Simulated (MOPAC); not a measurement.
Input for MOPAC: PM6 on BrH2NSi (SMILES N[Si]Br), a point of a torsion scan.

```
PM6 1SCF PRECISE CHARGE=0 THREADS=1
BrH2NSi

N     -0.74538156 1    -0.05048974 1    -0.15305769 1
Si     0.66731249 1    -0.99078563 1    -0.36289996 1
Br     1.49611841 1     0.15813582 1    -2.16895265 1
H     -0.82118013 1     0.92885110 1    -0.39198107 1
H     -1.44324140 1    -0.31005624 1     0.52445299 1
```

Program output:

```
*******************************************************************************
 **                                                                           **
 **                              MOPAC v23.2.5                                **
 **                                                                           **
 *******************************************************************************
 ** MOPAC's Digital Object Identifier: https://doi.org/10.5281/zenodo.6511958 **
 **                                                                           **
 ** Please cite the open-source release paper for use of this MOPAC version:  **
 ** J. E. Moussa and J. J. P. Stewart (2026)                                  **
 ** MOPAC: An open-source semiempirical molecular orbital program             **
 ** J. Open Source Softw., 11(119), 8025, https://doi.org/10.21105/joss.08025 **
 *******************************************************************************

                              PM6 CALCULATION RESULTS

 *******************************************************************************
 *  PM6        - The PM6 Hamiltonian to be used
 *
 *
 *
 *                 CHARGE ON SYSTEM = 0
 *
 *
 *
 *  PRECISE    - TIGHTER CRITERIA TO BE USED
 *  1SCF       - DO 1 SCF AND THEN STOP
 *  THREADS=1  - MULTI-THREADING NOT USED
 *  T=         - A TIME OF 172800.0 SECONDS REQUESTED
 *  DUMP=N     - RESTART FILE WRITTEN EVERY 7200.0 SECONDS REQUESTED
 *******************************************************************************
PM6 1SCF PRECISE CHARGE=0 THREADS=1
 BrH2NSi

   ATOM   CHEMICAL          X               Y               Z
  NUMBER   SYMBOL      (ANGSTROMS)     (ANGSTROMS)     (ANGSTROMS)

     1       N         -0.74538156  *  -0.05048974  *  -0.15305769  *
     2      Si          0.66731249  *  -0.99078563  *  -0.36289996  *
     3      Br          1.49611841  *   0.15813582  *  -2.16895265  *
     4       H         -0.82118013  *   0.92885110  *  -0.39198107  *
     5       H         -1.44324140  *  -0.31005624  *   0.52445299  *



          CARTESIAN COORDINATES

    NO.       ATOM           X           Y           Z

     1         N         -0.7454     -0.0505     -0.1531
     2        Si          0.6673     -0.9908     -0.3629
     3        Br          1.4961      0.1581     -2.1690
     4         H         -0.8212      0.9289     -0.3920
     5         H         -1.4432     -0.3101      0.5245

 General Reference for PM6:
 "Optimization of Parameters for Semiempirical Methods V: Modification of NDDO Approximations
 and Application to 70 Elements", J. J. P. Stewart, J. Mol. Mod., 13, 1173-1213 (2007)
 URL: https://link.springer.com/article/10.1007/s00894-007-0233-4

           Empirical Formula: H2 N Si Br  =     5 atoms



      MOLECULAR POINT GROUP   :   C1


      RHF CALCULATION, NO. OF DOUBLY OCCUPIED LEVELS = 9


 -------------------------------------------------------------------------------
 PM6 1SCF PRECISE CHARGE=0 THREADS=1
 BrH2NSi



     1SCF WAS SPECIFIED, SO BFGS WAS NOT USED
     SCF FIELD WAS ACHIEVED


                              PM6 CALCULATION
                                                       MOPAC v23.2.5 Linux




          FINAL HEAT OF FORMATION =          7.95745 KCAL/MOL =      33.29397 KJ/MOL


          COSMO AREA              =        110.73 SQUARE ANGSTROMS
          COSMO VOLUME            =        101.02 CUBIC ANGSTROMS

          IONIZATION POTENTIAL    =          8.143263 EV
          HOMO LUMO ENERGIES (EV) =         -8.143 -1.177
          NO. OF FILLED LEVELS    =          9
          MOLECULAR WEIGHT        =        124.0120         POINT GROUP:  C1

          MOLECULAR DIMENSIONS (Angstroms)

            Atom       Atom       Distance
            H     5   Br     3     4.01416
            H     4   Si     2     2.27702
            H     4   Br     3     0.27034


          SCF CALCULATIONS        =          1





   ATOM   CHEMICAL          X               Y               Z
  NUMBER   SYMBOL      (ANGSTROMS)     (ANGSTROMS)     (ANGSTROMS)

     1       N         -0.74538156  *  -0.05048974  *  -0.15305769  *
     2      Si          0.66731249  *  -0.99078563  *  -0.36289996  *
     3      Br          1.49611841  *   0.15813582  *  -2.16895265  *
     4       H         -0.82118013  *   0.92885110  *  -0.39198107  *
     5       H         -1.44324140  *  -0.31005624  *   0.52445299  *

                             CARTESIAN COORDINATES

   1    N       -0.745381560    -0.050489740    -0.153057690
   2   Si        0.667312490    -0.990785630    -0.362899960
   3   Br        1.496118410     0.158135820    -2.168952650
   4    H       -0.821180130     0.928851100    -0.391981070
   5    H       -1.443241400    -0.310056240     0.524452990


           Empirical Formula: H2 N Si Br  =     5 atoms



      MOLECULAR POINT GROUP   :   C1


                  EIGENVALUES
 -30.95556 -27.46787 -17.41138 -17.02010 -12.55497 -11.32710 -10.48853 -10.21925
  -8.14326  -1.17731  -0.93481  -0.57772   1.56130   1.87682   1.90197   2.42673
   3.34427   5.80535   6.66174 115.24583 115.25879 115.32168 115.42199 115.42939


              NET ATOMIC CHARGES AND DIPOLE CONTRIBUTIONS

  ATOM NO.   TYPE          CHARGE      No. of ELECS.   s-Pop       p-Pop       d-Pop
    1          N          -0.570676        5.5707     1.50396     4.06672
    2         Si           0.405247        3.5948     1.84265     1.29981     0.45230
    3         Br          -0.310483        7.3105     1.96525     5.34195     0.00328
    4          H           0.241345        0.7587     0.75865
    5          H           0.234567        0.7654     0.76543
 DIPOLE           X         Y         Z       TOTAL
 POINT-CHG.    -1.467    -1.299     3.084     3.654
 HYBRID        -0.306     1.261    -0.504     1.392
 SUM           -1.773    -0.037     2.580     3.131


          ATOMIC ORBITAL ELECTRON POPULATIONS

     Atom    s        px        py        pz      x^2-y^2     xz        z^2       yz        xy
    1  N   1.50396   1.36587   1.24382   1.45703
    2 Si   1.84265   0.35877   0.50531   0.43573   0.08274   0.12549   0.06842   0.05867   0.11697
    3 Br   1.96525   1.86059   1.81332   1.66805   0.00034   0.00104   0.00063   0.00097   0.00030
    4  H   0.75865
    5  H   0.76543

 **********************
 *                    *
 * JOB ENDED NORMALLY *
 *                    *
 **********************




 == MOPAC DONE ==
```

The run finished.

Cost: about 0.05 core-seconds (a rough figure).
